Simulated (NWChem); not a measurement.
System: SnNH4Br; SMILES [NH2][SnH2][Br]

The following NWChem deck was run.

```
start job
memory heap 200 mb stack 900 mb global 1100 mb
geometry units angstroms noautoz
  Sn     0.294994     0.807053    -0.034920
  N     -1.603204     1.546936    -0.068370
  Br    -0.040921    -1.668098    -0.007294
  H      1.067550     1.229336    -1.497113
  H      1.223411     1.163778     1.365359
  H     -2.205174     1.078647     0.607733
  H     -1.651417     2.547907     0.118372
end
basis spherical
  * library def2-svp
end
ecp
  Sn library def2-ecp
end
dft
  xc xcamb88 1.00 lyp 0.81 vwn_5 0.19 hfexch 1.00
  cam 0.33 cam_alpha 0.19 cam_beta 0.46
  iterations 150
  vectors input atomic output neutral.movecs
end
task dft energy
charge 1
dft
  odft
  mult 2
  vectors input atomic output cation.movecs
end
task dft energy
```

Excerpt of the output:

```
             Northwest Computational Chemistry Package (NWChem) 7.3.0
             --------------------------------------------------------

 C1  symmetry detected

                             Geometry "geometry" -> ""
                             -------------------------

 Output coordinates in angstroms (scale by  1.889725989 to convert to a.u.)

  No.       Tag          Charge          X              Y              Z
 ---- ---------------- ---------- -------------- -------------- --------------
    1 Sn                  50.0000     0.30300261     0.81460962    -0.00130451
    2 N                    7.0000    -1.58190417     1.58591269    -0.06390985
    3 Br                  35.0000    -0.07357554    -1.65483284    -0.00546985
    4 H                    1.0000     1.11070120     1.23857945    -1.44388783
    5 H                    1.0000     1.20959888     1.14213608     1.42024456
    6 H                    1.0000    -2.20448279     1.12092014     0.59560173
    7 H                    1.0000    -1.61747465     2.58564388     0.13208068

 Effective nuclear repulsion energy (a.u.)     580.0081708747

                                 NWChem DFT Module
                                 -----------------

 Summary of "ao basis" -> "ao basis" (spherical)
 ------------------------------------------------------------------------------
       Tag                 Description            Shells   Functions and Types
 ---------------- ------------------------------  ------  ---------------------
 Sn                         def2-svp                10       26   4s4p2d
 N                          def2-svp                 6       14   3s2p1d
 Br                         def2-svp                12       32   5s4p3d
 H                          def2-svp                 3        5   2s1p

            General Information
            -------------------
          SCF calculation type: DFT
          Wavefunction type:  closed shell.
          No. of atoms     :     7
          No. of electrons :    68
           Alpha electrons :    34
            Beta electrons :    34
          Charge           :     0
          Spin multiplicity:     1
          Use of symmetry is: off; symmetry adaption is: off
          Maximum number of iterations: 150
          AO basis - number of functions:    92
                     number of shells:    40
          Convergence on energy requested:  1.00D-06
          Convergence on density requested:  1.00D-05
          Convergence on gradient requested:  5.00D-04

              XC Information
              --------------
                     Hartree-Fock (Exact) Exchange  1.000
                   CAM-Becke88 Exchange Functional  1.000
                      VWN V Correlation Functional  0.190 local
              Lee-Yang-Parr Correlation Functional  0.810

           Range-Separation Parameters
           ---------------------------
           Alpha           :  0.19
           Beta            :  0.46
           Gamma           :  0.33
           Short-Range HF  :     F

             Grid Information
             ----------------
          Grid used for XC integration:  medium
          Radial quadrature: Mura-Knowles
          Angular quadrature: Lebedev.
          Tag              B.-S. Rad. Rad. Pts. Rad. Cut. Ang. Pts.
          ---              ---------- --------- --------- ---------
          Sn                  1.45      123           9.0       590
          N                   0.65       49          10.0       434
          Br                  1.15      112          11.0       590
          H                   0.35       45          11.0       434
          Grid pruning is: on
          Number of quadrature shells:   464
          Spatial weights used:  Erf1

      Superposition of Atomic Density Guess
      -------------------------------------

 Sum of atomic energies:       -2877.42284915

      Non-variational initial energy
      ------------------------------

 Total energy =   -2842.320280
 1-e energy   =   -4617.573576
 2-e energy   =    1482.432809
 HOMO         =      -0.329403
 LUMO         =       0.015669

   convergence    iter        energy       DeltaE   RMS-Dens  Diis-err
 ---------------- ----- ----------------- --------- --------- ---------
 d= 0,ls=0.0,diis     1  -2845.2972004969 -3.14D+03  1.16D-02  4.91D-01
 d= 0,ls=0.0,diis     2  -2845.3116040369 -1.44D-02  5.22D-03  4.28D-01
 d= 0,ls=0.0,diis     3  -2845.3568430800 -4.52D-02  1.09D-03  1.69D-02
 d= 0,ls=0.0,diis     4  -2845.3585069843 -1.66D-03  4.07D-04  2.31D-03
 d= 0,ls=0.0,diis     5  -2845.3587430187 -2.36D-04  7.62D-05  4.24D-05
  Resetting Diis
 d= 0,ls=0.0,diis     6  -2845.3587483024 -5.28D-06  1.94D-05  2.33D-06
 d= 0,ls=0.0,diis     7  -2845.3587487129 -4.11D-07  9.65D-06  2.24D-07

         Total DFT energy =    -2845.358748712910
      One electron energy =    -4619.784139883985
           Coulomb energy =     1599.499195799103
    Exchange-Corr. energy =     -117.894291012940
 Nuclear repulsion energy =      292.820486384912

 Numeric. integr. density =       67.999982506382

                       DFT Final Molecular Orbital Analysis
                       ------------------------------------

 Vector   32  Occ=2.000000D+00  E=-3.440745D-01
              MO Center= -1.6D-01, -1.3D+00, -3.1D-02, r^2= 2.5D+00
   Bfn.  Coefficient  Atom+Function         Bfn.  Coefficient  Atom+Function
  ----- ------------  ---------------      ----- ------------  ---------------
    55      0.565112  3 Br px                52      0.500929  3 Br px
    49     -0.333489  3 Br px                29      0.132222  2 N  s
    32      0.123394  2 N  pz                46      0.108384  3 Br px
    35     -0.092452  2 N  pz                56     -0.086805  3 Br py
    28      0.074067  2 N  s                 53     -0.073418  3 Br py

 Vector   33  Occ=2.000000D+00  E=-3.394571D-01
              MO Center= -2.0D-02, -1.3D+00, -3.5D-02, r^2= 2.6D+00
   Bfn.  Coefficient  Atom+Function         Bfn.  Coefficient  Atom+Function
  ----- ------------  ---------------      ----- ------------  ---------------
    57      0.577059  3 Br pz                54      0.506186  3 Br pz
    51     -0.337143  3 Br pz                74      0.117714  4 H  s
    73      0.116895  4 H  s                 48      0.109564  3 Br pz
    78     -0.086854  5 H  s                 79     -0.085564  5 H  s
    13     -0.078545  1 Sn pz                32      0.071621  2 N  pz

 Vector   34  Occ=2.000000D+00  E=-3.221132D-01
              MO Center= -1.1D+00,  1.4D+00,  7.3D-03, r^2= 2.7D+00
   Bfn.  Coefficient  Atom+Function         Bfn.  Coefficient  Atom+Function
  ----- ------------  ---------------      ----- ------------  ---------------
    32      0.450470  2 N  pz                35     -0.373237  2 N  pz
    30      0.239265  2 N  px                79      0.238552  5 H  s
    33     -0.201700  2 N  px                78      0.175309  5 H  s
    29      0.140470  2 N  s                 28      0.133321  2 N  s
    55     -0.128606  3 Br px                16     -0.122707  1 Sn pz

 Vector   35  Occ=0.000000D+00  E= 1.262605D-02
              MO Center=  3.6D-01,  2.8D-01,  8.6D-03, r^2= 4.8D+00
   Bfn.  Coefficient  Atom+Function         Bfn.  Coefficient  Atom+Function
  ----- ------------  ---------------      ----- ------------  ---------------
    15      0.795678  1 Sn py                 3     -0.647559  1 Sn s
    56      0.599598  3 Br py                45      0.442234  3 Br s
    12      0.360115  1 Sn py                 4     -0.343124  1 Sn s
    53      0.261867  3 Br py                44      0.226567  3 Br s
    79      0.224999  5 H  s                  2      0.207638  1 Sn s

 Vector   36  Occ=0.000000D+00  E= 3.241442D-02
              MO Center= -1.4D-01,  1.4D+00,  1.8D-01, r^2= 4.9D+00
   Bfn.  Coefficient  Atom+Function         Bfn.  Coefficient  Atom+Function
  ----- ------------  ---------------      ----- ------------  ---------------
    29      0.872832  2 N  s                  4     -0.610738  1 Sn s
    15     -0.586864  1 Sn py                 3     -0.458458  1 Sn s
    14      0.429261  1 Sn px                79      0.402639  5 H  s
    74      0.308285  4 H  s                 89     -0.270970  7 H  s
    84     -0.261328  6 H  s                 33      0.256752  2 N  px

 Vector   37  Occ=0.000000D+00  E= 6.710292D-02
              MO Center=  7.1D-01,  9.5D-01,  5.7D-02, r^2= 4.8D+00
   Bfn.  Coefficient  Atom+Function         Bfn.  Coefficient  Atom+Function
  ----- ------------  ---------------      ----- ------------  ---------------
    14      1.095484  1 Sn px                74     -1.014786  4 H  s
    79     -0.750513  5 H  s                  4      0.578009  1 Sn s
     3      0.472650  1 Sn s                 15      0.432447  1 Sn py
    29      0.392730  2 N  s                 11      0.288991  1 Sn px
    16     -0.228070  1 Sn pz                55     -0.191677  3 Br px

     Multipole analysis of the density
     ---------------------------------

     L   x y z        total         alpha         beta         nuclear
     -   - - -        -----         -----         ----         -------
     0   0 0 0      0.000000    -34.000000    -34.000000     68.000000

     1   1 0 0      0.133555      8.083064      8.083064    -16.032573
     1   0 1 0      1.095840     22.099366     22.099366    -43.102891
     1   0 0 1      0.454345      0.192660      0.192660      0.069025

     2   2 0 0    -37.405086    -72.088171    -72.088171    106.771256
     2   1 1 0     -0.124679     20.945714     20.945714    -42.016108
     2   1 0 1     -2.378937      0.059240      0.059240     -2.497417
     2   0 2 0    -35.840510   -265.809021   -265.809021    495.777532
     2   0 1 1      1.280083     -0.122061     -0.122061      1.524204
     2   0 0 2    -38.554077    -27.318663    -27.318663     16.083250

                                 NWChem DFT Module
                                 -----------------

            General Information
            -------------------
          SCF calculation type: DFT
          Wavefunction type:  spin polarized.
          No. of atoms     :     7
          No. of electrons :    67
           Alpha electrons :    34
            Beta electrons :    33
          Charge           :     1
          Spin multiplicity:     2
          Use of symmetry is: off; symmetry adaption is: off
          Maximum number of iterations: 150
          This is a Direct SCF calculation.
          AO basis - number of functions:    92
                     number of shells:    40
          Convergence on energy requested:  1.00D-06
          Convergence on density requested:  1.00D-05
          Convergence on gradient requested:  5.00D-04

              XC Information
              --------------
                     Hartree-Fock (Exact) Exchange  1.000
                   CAM-Becke88 Exchange Functional  1.000
                      VWN V Correlation Functional  0.190 local
              Lee-Yang-Parr Correlation Functional  0.810

           Range-Separation Parameters
           ---------------------------
           Alpha           :  0.19
           Beta            :  0.46
           Gamma           :  0.33
           Short-Range HF  :     F

             Grid Information
             ----------------
          Grid used for XC integration:  medium
          Radial quadrature: Mura-Knowles
          Angular quadrature: Lebedev.
          Tag              B.-S. Rad. Rad. Pts. Rad. Cut. Ang. Pts.
          ---              ---------- --------- --------- ---------
          Sn                  1.45      123           9.0       590
          N                   0.65       49          10.0       434
          Br                  1.15      112          11.0       590
          H                   0.35       45          11.0       434
          Grid pruning is: on
          Number of quadrature shells:   464
          Spatial weights used:  Erf1

      Superposition of Atomic Density Guess
      -------------------------------------

 Sum of atomic energies:       -2877.42284915

 Renormalizing density from      68.00 to     67

      Non-variational initial energy
      ------------------------------

 Total energy =   -2817.695156
 1-e energy   =   -4549.668083
 2-e energy   =    1439.152440
 HOMO         =      -0.562462
 LUMO         =      -0.268755

[...]
```

Level: CAM-B3LYP/def2-SVP with def2 effective core potentials on Sn, vertical spin-unrestricted ions. Coordinates come from a PBE0/def2-SVP optimisation. Not confirmed as a minimum by frequencies. def2 effective core potentials on Sn; no spin-orbit coupling.
